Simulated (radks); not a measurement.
The numbers below are computed, except where a source is named.
Task: Code: a radial shooting solver on a logarithmic mesh with Libxc functionals. Model: non-relativistic Kohn-Sham, LB94 model potential, spin-polarised, spherical densities, point nucleus; open shells are filled with parallel spins first. Response by self-consistent Sternheimer equations with the Hartree and adiabatic LDA kernel. For heavy and open-shell atoms this level of theory can miss by tens of per cent. Estimate the static dipole polarisabilities of Ge4+ ([Ar] 3d10) and Ni ([Ar] 3d8 4s2) and the C6 coefficients of the three pairs.

Result: alpha = 0.8150 and 36.78 bohr^3; C6 = 1.559 (Ge4+-Ge4+), 12.25 (Ge4+-Ni), 261.6 (Ni-Ni) hartree bohr^6.
